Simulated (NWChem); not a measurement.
Molecule: BNH$_{3}$OF; SMILES NB(O)F

```xyz
7

B     -0.0066    -0.0205     0.0000
F      1.2501    -0.5382     0.0000
O     -1.0897    -0.8661     0.0000
H     -0.8022    -1.7950     0.0000
N     -0.1785     1.3790     0.0000
H     -1.0973     1.8157     0.0000
H      0.6069     2.0251     0.0000
```
Atoms are numbered in this order, from 1.

Structure relaxed at the PBE-D3(BJ)/def2-SVP level.

 Unshifted, non-relativistic core excitations; the lowest 4 roots alone, so stronger bands may lie above.

### Question
List the first F K-edge excitations from PBE0/6-311G** (spherical d), restricted-window TDA (NWChem).

### Answer
```
state  energy (eV)  dipole oscillator strength           leading excitation (squared amplitude)
-----  -----------  --------------------------  -----------------------------------------------
S1           673.1                      0.0009    1s of atom 2 or its equivalents → LUMO (0.96)
S2           673.5                      0.0123  1s of atom 2 or its equivalents → LUMO+2 (1.00)
S3           674.0                      0.0025  1s of atom 2 or its equivalents → LUMO+1 (0.98)
S4           675.0                      0.0050  1s of atom 2 or its equivalents → LUMO+3 (0.80)
```
